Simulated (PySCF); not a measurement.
**TDDFT excited states: H10OSSi4**

H10OSSi4.
Structure used (GFN2-xTB), in Å, numbered top down from 1:
```xyz
16
H10OSSi4 angstrom
Si    -3.8530    0.0192    0.2460
O     -2.3005   -0.4108    0.4030
Si    -0.9539   -1.2844    0.6463
Si     0.6926    0.2702    0.2728
S      2.5763   -0.7496    0.5771
Si     4.0487    0.7132    0.0664
H     -4.6320   -1.1614   -0.1185
H     -4.2609    0.5597    1.5397
H     -3.8424    1.0264   -0.8116
H     -1.0096   -2.4088   -0.2954
H     -1.0468   -1.8331    2.0041
H      0.7870    0.8505   -1.0754
H      0.7491    1.4388    1.1634
H      3.8247    1.8998    0.8822
H      3.9109    1.0300   -1.3497
H      5.3024    0.0492    0.3731
```

Method: TDDFT CAM-B3LYP/def2-SVPD, vertical, gas phase, core orbitals frozen in the response (PySCF).

Problem. List the vertical singlet excitations with oscillator strengths and describe the spectrum.

Solution. 

```json
{"state": "S1", "E (eV)": "5.39", "λ (nm)": "230.1", "ν̃ (cm⁻¹)": "43470", "f": "0.0061", "|μ| (D)": "0.54", "main configurations (H = HOMO, L = LUMO)": "H→L (87%), H→L+1 (9%)"}
{"state": "S2", "E (eV)": "6.14", "λ (nm)": "201.8", "ν̃ (cm⁻¹)": "49550", "f": "0.0075", "|μ| (D)": "0.57", "main configurations (H = HOMO, L = LUMO)": "H-1→L (92%)"}
{"state": "S3", "E (eV)": "6.34", "λ (nm)": "195.5", "ν̃ (cm⁻¹)": "51140", "f": "0.0008", "|μ| (D)": "0.19", "main configurations (H = HOMO, L = LUMO)": "H→L+4 (27%), H→L+5 (17%), H→L+1 (17%)"}
{"state": "S4", "E (eV)": "6.53", "λ (nm)": "189.7", "ν̃ (cm⁻¹)": "52700", "f": "0.016", "|μ| (D)": "0.80", "main configurations (H = HOMO, L = LUMO)": "H→L+2 (47%), H→L+3 (21%), H→L+6 (11%)"}
{"state": "S5", "E (eV)": "6.58", "λ (nm)": "188.5", "ν̃ (cm⁻¹)": "53060", "f": "0.0090", "|μ| (D)": "0.60", "main configurations (H = HOMO, L = LUMO)": "H→L+2 (26%), H→L+4 (26%), H→L+1 (13%)"}
{"state": "S6", "E (eV)": "6.79", "λ (nm)": "182.5", "ν̃ (cm⁻¹)": "54790", "f": "0.037", "|μ| (D)": "1.20", "main configurations (H = HOMO, L = LUMO)": "H-2→L (62%), H-3→L (22%)"}
{"state": "S7", "E (eV)": "6.81", "λ (nm)": "182.2", "ν̃ (cm⁻¹)": "54900", "f": "0.016", "|μ| (D)": "0.79", "main configurations (H = HOMO, L = LUMO)": "H-3→L (56%), H-2→L (23%)"}
{"state": "S8", "E (eV)": "6.86", "λ (nm)": "180.8", "ν̃ (cm⁻¹)": "55300", "f": "0.0026", "|μ| (D)": "0.32", "main configurations (H = HOMO, L = LUMO)": "H→L+3 (44%), H→L+1 (20%)"}
```

Triplets, Tamm–Dancoff:

```csv
state,E (eV),λ (nm),"main configurations (H = HOMO, L = LUMO)"
T1,5.10,243.2,"H→L (81%), H→L+1 (10%)"
T2,5.56,223.1,H-1→L (84%)
T3,6.05,205.0,"H→L+4 (22%), H→L+1 (17%), H→L+2 (17%)"
```

The lowest singlet comes at 230 nm (520 kJ/mol) in the ultraviolet; it is weak; its leading configuration is HOMO→LUMO (87%). The most intense listed level is S6 at 6.79 eV (183 nm, f = 0.037), 1.40 eV above S1. Löwdin shares by element: HOMO sulfur 70%, silicon 18% or more; LUMO silicon 48% or more, sulfur 10% (atoms not listed hold the other 43%). The listed states span 1.47 eV, and the widest gap between neighbours is 0.75 eV (S1 to S2). Weighted by f, the mean energy of these states is 6.59 eV. Orbital energies (eV): HOMO-3 -10.09, HOMO-2 -9.79, HOMO-1 -9.43, HOMO -8.43, LUMO -0.07, LUMO+1 0.90, LUMO+2 1.06. The window holds the lowest 8 singlets.

One conformer stands for the species.
